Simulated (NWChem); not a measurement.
System: C2H6O2Si; SMILES C([SiH2]C=O)O

NWChem input:

```
start job
memory heap 200 mb stack 900 mb global 1100 mb
geometry units angstroms noautosym nocenter noautoz
  O     -0.957930     2.084899     0.235145
  C      0.205904     1.842516     0.022080
  Si     0.831113     0.012588    -0.042491
  C     -0.682496    -1.130313    -0.096339
  O     -0.344030    -2.494147     0.038736
  H      0.932774     2.690314    -0.131334
  H      1.742891    -0.171810    -1.212301
  H      1.626002    -0.242070     1.203085
  H     -1.429773    -0.788759     0.646687
  H     -1.172565    -1.011765    -1.076670
  H     -0.017408    -2.636107     0.933169
end
basis spherical
  * library 6-31g*
end
dft
  xc hfexch
  iterations 150
  mulliken
end
task dft energy
esp
  recalculate
  probe 0.07
  range 0.3
  factor 1.0
  spacing 0.02
end
task esp
```

Excerpt of the output:

```
             Northwest Computational Chemistry Package (NWChem) 7.3.0
             --------------------------------------------------------

                             Geometry "geometry" -> ""
                             -------------------------

 Output coordinates in angstroms (scale by  1.889725989 to convert to a.u.)

  No.       Tag          Charge          X              Y              Z
 ---- ---------------- ---------- -------------- -------------- --------------
    1 O                    8.0000    -0.95793000     2.08489900     0.23514500
    2 C                    6.0000     0.20590400     1.84251600     0.02208000
    3 Si                  14.0000     0.83111300     0.01258800    -0.04249100
    4 C                    6.0000    -0.68249600    -1.13031300    -0.09633900
    5 O                    8.0000    -0.34403000    -2.49414700     0.03873600
    6 H                    1.0000     0.93277400     2.69031400    -0.13133400
    7 H                    1.0000     1.74289100    -0.17181000    -1.21230100
    8 H                    1.0000     1.62600200    -0.24207000     1.20308500
    9 H                    1.0000    -1.42977300    -0.78875900     0.64668700
   10 H                    1.0000    -1.17256500    -1.01176500    -1.07667000
   11 H                    1.0000    -0.01740800    -2.63610700     0.93316900

 Effective nuclear repulsion energy (a.u.)     217.0843174619

  xc_inp: hfexch multiplicative factor not found.

                                 NWChem DFT Module
                                 -----------------

 Summary of "ao basis" -> "ao basis" (spherical)
 ------------------------------------------------------------------------------
       Tag                 Description            Shells   Functions and Types
 ---------------- ------------------------------  ------  ---------------------
 O                           6-31g*                  6       14   3s2p1d
 C                           6-31g*                  6       14   3s2p1d
 Si                          6-31g*                  8       18   4s3p1d
 H                           6-31g*                  2        2   2s

            General Information
            -------------------
          SCF calculation type: DFT
          Wavefunction type:  closed shell.
          No. of atoms     :    11
          No. of electrons :    48
           Alpha electrons :    24
            Beta electrons :    24
          Charge           :     0
          Spin multiplicity:     1
          Use of symmetry is: off; symmetry adaption is: off
          Maximum number of iterations: 150
          AO basis - number of functions:    86
                     number of shells:    44
          Convergence on energy requested:  1.00D-06
          Convergence on density requested:  1.00D-05
          Convergence on gradient requested:  5.00D-04

              XC Information
              --------------
                     Hartree-Fock (Exact) Exchange  1.000

      Superposition of Atomic Density Guess
      -------------------------------------

 Sum of atomic energies:        -516.63591552

      Non-variational initial energy
      ------------------------------

 Total energy =    -518.653817
 1-e energy   =   -1142.378102
 2-e energy   =     406.639968
 HOMO         =      -0.260599
 LUMO         =      -0.045236

     ---------------------------------------------
      Total Density - Mulliken Population Analysis
     ---------------------------------------------

    Atom       Charge   Shell Charges
 -----------   ------   -------------------------------------------------------
    1 O    8     8.78   2.00  0.96  3.08  0.92  1.81  0.02
    2 C    6     5.55   2.00  0.71  1.51  0.62  0.65  0.07
    3 Si  14    13.53   2.00  2.00  5.97  1.00  1.69  0.28  0.47  0.12
    4 C    6     6.26   2.00  0.70  1.84  0.63  1.05  0.05
    5 O    8     8.86   2.00  0.93  3.06  0.92  1.94  0.02
    6 H    1     0.86   0.48  0.38
    7 H    1     1.06   0.47  0.59
    8 H    1     1.05   0.47  0.59
    9 H    1     0.79   0.47  0.32
   10 H    1     0.79   0.47  0.32
   11 H    1     0.47   0.36  0.10

   convergence    iter        energy       DeltaE   RMS-Dens  Diis-err
 ---------------- ----- ----------------- --------- --------- ---------
 d= 0,ls=0.0,diis     1   -517.6915823098 -7.35D+02  8.98D-03  9.34D-01
 d= 0,ls=0.0,diis     2   -517.7668243082 -7.52D-02  4.11D-03  5.04D-01
 d= 0,ls=0.0,diis     3   -517.8139315100 -4.71D-02  1.19D-03  9.72D-03
 d= 0,ls=0.0,diis     4   -517.8160538817 -2.12D-03  4.29D-04  1.52D-03
 d= 0,ls=0.0,diis     5   -517.8163181177 -2.64D-04  2.04D-04  1.93D-04
  Resetting Diis
 d= 0,ls=0.0,diis     6   -517.8163777818 -5.97D-05  1.20D-04  4.76D-05
 d= 0,ls=0.0,diis     7   -517.8163925362 -1.48D-05  2.12D-05  3.71D-06
 d= 0,ls=0.0,diis     8   -517.8163933471 -8.11D-07  9.09D-06  8.15D-07

         Total DFT energy =     -517.816393347124
      One electron energy =    -1145.543755228628
           Coulomb energy =      460.009557500542
    Exchange-Corr. energy =      -49.366513080934
 Nuclear repulsion energy =      217.084317461896

 Numeric. integr. density =        0.000000000000

                       DFT Final Molecular Orbital Analysis
                       ------------------------------------

 Vector   22  Occ=2.000000D+00  E=-4.789267D-01
              MO Center=  6.3D-01, -4.5D-01,  5.7D-02, r^2= 3.9D+00
   Bfn.  Coefficient  Atom+Function         Bfn.  Coefficient  Atom+Function
  ----- ------------  ---------------      ----- ------------  ---------------
    37      0.297781   3 Si pz               80      0.288107   8 H  s
    78     -0.229602   7 H  s                79      0.204809   8 H  s
    51     -0.201786   4 C  pz               77     -0.174581   7 H  s
    65      0.158474   5 O  pz               69      0.132504   5 O  pz
    83      0.131852  10 H  s                 5     -0.128366   1 O  pz

 Vector   23  Occ=2.000000D+00  E=-4.222987D-01
              MO Center= -1.2D-01, -6.5D-01,  1.6D-02, r^2= 4.1D+00
   Bfn.  Coefficient  Atom+Function         Bfn.  Coefficient  Atom+Function
  ----- ------------  ---------------      ----- ------------  ---------------
    63      0.332339   5 O  px               35      0.313463   3 Si px
    67      0.284560   5 O  px               49     -0.259309   4 C  px
     4     -0.241760   1 O  py                8     -0.195328   1 O  py
    34     -0.186929   3 Si s                53     -0.179448   4 C  px
    82      0.127764   9 H  s                31     -0.124643   3 Si px

 Vector   24  Occ=2.000000D+00  E=-3.886791D-01
              MO Center= -1.3D-01,  1.0D+00,  5.8D-02, r^2= 4.0D+00
   Bfn.  Coefficient  Atom+Function         Bfn.  Coefficient  Atom+Function
  ----- ------------  ---------------      ----- ------------  ---------------
     4      0.406269   1 O  py                8      0.346490   1 O  py
    36      0.316133   3 Si py               18     -0.262519   2 C  py
    76     -0.236320   6 H  s                63      0.198248   5 O  px
    20      0.181611   2 C  s                67      0.180002   5 O  px
    75     -0.178508   6 H  s                49     -0.161716   4 C  px

 Vector   25  Occ=0.000000D+00  E= 1.061686D-01
              MO Center=  1.5D-01,  1.4D+00, -3.9D-02, r^2= 3.0D+00
   Bfn.  Coefficient  Atom+Function         Bfn.  Coefficient  Atom+Function
  ----- ------------  ---------------      ----- ------------  ---------------
    41      0.590289   3 Si pz               80     -0.538353   8 H  s
    23      0.468478   2 C  pz                9     -0.437530   1 O  pz
    78      0.340549   7 H  s                 5     -0.337031   1 O  pz
    19      0.310259   2 C  pz               39      0.277655   3 Si px
    52      0.264746   4 C  s                37      0.122872   3 Si pz

 Vector   26  Occ=0.000000D+00  E= 1.419158D-01
              MO Center=  1.1D+00, -2.1D-01,  5.2D-02, r^2= 5.2D+00
   Bfn.  Coefficient  Atom+Function         Bfn.  Coefficient  Atom+Function
  ----- ------------  ---------------      ----- ------------  ---------------
    40      1.255747   3 Si py               20     -0.877042   2 C  s
    52      0.733806   4 C  s                39      0.545370   3 Si px
    66      0.353388   5 O  s                54      0.263040   4 C  py
    86     -0.236342  11 H  s                21     -0.233453   2 C  px
    53      0.233514   4 C  px               78     -0.212533   7 H  s

 Vector   27  Occ=0.000000D+00  E= 1.658182D-01
              MO Center=  7.2D-01,  3.9D-02,  6.4D-02, r^2= 5.1D+00
   Bfn.  Coefficient  Atom+Function         Bfn.  Coefficient  Atom+Function
  ----- ------------  ---------------      ----- ------------  ---------------
    39      1.529008   3 Si px               52      0.901911   4 C  s
    78     -0.645712   7 H  s                20      0.626032   2 C  s
    40     -0.460948   3 Si py               80     -0.417205   8 H  s
    38     -0.410246   3 Si s                22     -0.377473   2 C  py
    54      0.291873   4 C  py               84     -0.180391  10 H  s

     ---------------------------------------------
      Total Density - Mulliken Population Analysis
     ---------------------------------------------

    Atom       Charge   Shell Charges
 -----------   ------   -------------------------------------------------------
    1 O    8     8.47   2.00  0.92  2.81  0.96  1.74  0.03
    2 C    6     5.95   2.00  0.69  1.84  0.61  0.74  0.09
    3 Si  14    13.26   2.00  2.00  5.97  0.94  1.82  0.14  0.19  0.20
    4 C    6     6.25   2.00  0.64  1.97  0.62  0.96  0.07
    5 O    8     8.76   2.00  0.89  2.88  1.00  1.96  0.03
    6 H    1     0.86   0.53  0.33
    7 H    1     1.13   0.50  0.64
    8 H    1     1.15   0.50  0.65
    9 H    1     0.82   0.52  0.30
   10 H    1     0.81   0.52  0.29
   11 H    1     0.55   0.46  0.08

     -------------------------------------------
      Total Density - Lowdin Population Analysis
     -------------------------------------------

    Atom       Charge   Shell Charges
 -----------   ------   -------------------------------------------------------
    1 O    8     8.24   1.99  0.85  2.69  0.71  1.93  0.06
    2 C    6     6.05   1.99  0.56  1.67  0.48  1.17  0.18
    3 Si  14    13.54   2.00  1.98  5.89  0.66  1.66  0.36  0.75  0.25
    4 C    6     6.27   1.99  0.54  1.81  0.45  1.37  0.13
    5 O    8     8.46   1.99  0.85  2.77  0.70  2.09  0.05
    6 H    1     0.90   0.50  0.39
    7 H    1     1.07   0.50  0.57
    8 H    1     1.08   0.50  0.57
    9 H    1     0.87   0.50  0.37
   10 H    1     0.85   0.50  0.36
   11 H    1     0.67   0.45  0.22

     Multipole analysis of the density
     ---------------------------------

     L   x y z        total         alpha         beta         nuclear
     -   - - -        -----         -----         ----         -------
     0   0 0 0      0.000000    -24.000000    -24.000000     48.000000

     1   1 0 0      0.820745      0.370432      0.370432      0.079881
     1   0 1 0      0.067959      0.964415      0.964415     -1.860872
     1   0 0 1      0.289849     -1.284895     -1.284895      2.859639

     2   2 0 0    -29.886734    -70.256726    -70.256726    110.626718
     2   1 1 0      2.901179     -2.325370     -2.325370      7.551919
     2   1 0 1      0.595980      3.759857      3.759857     -6.923734
     2   0 2 0    -33.248471   -246.062287   -246.062287    458.876102
     2   0 1 1     -3.808287     -4.979077     -4.979077      6.149867
     2   0 0 2    -26.618962    -23.881262    -23.881262     21.143561

                     NWChem Electrostatic Potential Fit Module
                     -----------------------------------------

 Atom parameters

 Number of atoms is                                   11
 Number of basis functions is                         86

 Grid parameters

 Maximum number of grid points is                  45084
 Number of grid points is                          45083
 Grid range                                     0.300000 nm
 Grid spacing                                   0.020000 nm
 Probe radius                                   0.070000 nm
 Atom radius factor                             1.000000

 Atomic radii

    1    0.100000
    6    0.147000
    8    0.136000
   14    0.187000
 FASTESP  F
  using M.O. file = ./job.movecs

    Atom              Coordinates                           Charge

                                                  ESP

    1 O    -0.095793    0.208490    0.023515   -0.484834
    2 C     0.020590    0.184252    0.002208    0.373542
    3 Si    0.083111    0.001259   -0.004249    0.324046
    4 C    -0.068250   -0.113031   -0.009634    0.381521
    5 O    -0.034403   -0.249415    0.003874   -0.708112
    6 H     0.093277    0.269031   -0.013133    0.000810
    7 H     0.174289   -0.017181   -0.121230   -0.116737
    8 H     0.162600   -0.024207    0.120309   -0.126930
    9 H    -0.142977   -0.078876    0.064669   -0.054521
   10 H    -0.117257   -0.101177   -0.107667    0.003009
   11 H    -0.001741   -0.263611    0.093317    0.408207
                                            ------------
                                                0.000000

 Dipole moment                                  0.900851

 Quadrupole moment Qxx                          1.354814
                   Qyy                        -10.450834
                   Qzz                          9.096020

 RMS deviation kJ/mol                           0.050823

 RRMS %                                        19.757119
```

Level: Hartree-Fock/6-31G* (spherical d). Coordinates come from a PBE0/def2-SVP optimisation.
